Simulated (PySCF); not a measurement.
AsF₃ was optimised in PySCF in the def2-TZVP basis family (density fitting, no spin–orbit coupling) with several functionals.

One of them gave a singlet of C3v symmetry with a mean bond of 1.715 Å to As, wavenumbers 259 (×2), 334, 705 (×2), 745 cm⁻¹ and a HOMO–LUMO gap of 8.93 eV.

Question: Which level of theory was it?
A. PBE0
B. B3LYP
C. PBE

Answer: A. That is PBE0, with As–F 1.715 Å (×3). The others give PBE 1.746 Å and 692 cm⁻¹ for the highest mode; B3LYP 1.730 Å and 721 cm⁻¹ for the highest mode.

Each species is the lowest minimum found with this bonding; other isomers or fragments can lie lower.
